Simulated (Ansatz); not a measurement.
CoMe2 (C₂H₆Co), relaxed as a quartet with UKS PBE0-D4/def2-TZVP in Ansatz, starting from the GFN2-xTB geometry. Force threshold 0.02 eV/Å.

The relaxation made no stability test and no search for a lower SCF solution.

Start:

```xyz
9

Co    0.1813    0.4808   -0.2982
C     0.5645   -1.0823   -1.4278
H     0.4310   -2.0169   -0.8792
H     1.5917   -1.0612   -1.7991
H    -0.1005   -1.1119   -2.2941
C    -0.5558    1.1052    1.4145
H    -1.5612    0.7118    1.5813
H    -0.6155    2.1951    1.4496
H     0.0645    0.7794    2.2529
```

```
        step  energy (eV)  largest force component (eV/Å)  SCF passes
           1  -39789.9223                           0.171          95
           2  -39789.9324                           0.130          53
3 (rejected)  -39789.9290                           0.532          58
           4  -39789.9345                           0.015          61
           5  -39789.9357                           0.059          57
           6  -39789.9367                           0.143          57
           7  -39789.9395                           0.135          57
8 (rejected)  -39789.9384                           0.344          62
           9  -39789.9444                           0.086          63
          10  -39789.9473                           0.160          56
          11  -39789.9490                           0.138          47
          12  -39789.9506                           0.039          51
          13  -39789.9508                           0.031          54
          14  -39789.9512                           0.008          47
          15  -39789.9513                           0.014          53
```

Force components are those of the run's own axes.

End:

```xyz
9

Co    0.350    0.434   -0.193
C     0.606   -1.101   -1.418
H     0.974   -1.980   -0.879
H     1.335   -0.869   -2.205
H    -0.334   -1.374   -1.910
C    -0.591    1.118    1.411
H    -1.677    1.099    1.268
H    -0.307    2.155    1.631
H    -0.356    0.518    2.296
```

By distances, no bond broke or formed. The bond that changes most is Co1–C2, from 1.97 to 1.98 Å (atoms count from 1).

The force fell under the threshold at step 4, but the optimiser went on and released 0.017 eV more. No frequencies were taken in this run, so the end may be a saddle point.

It took 49 s on 4 threads of Arm Neoverse V2 on a shared host.
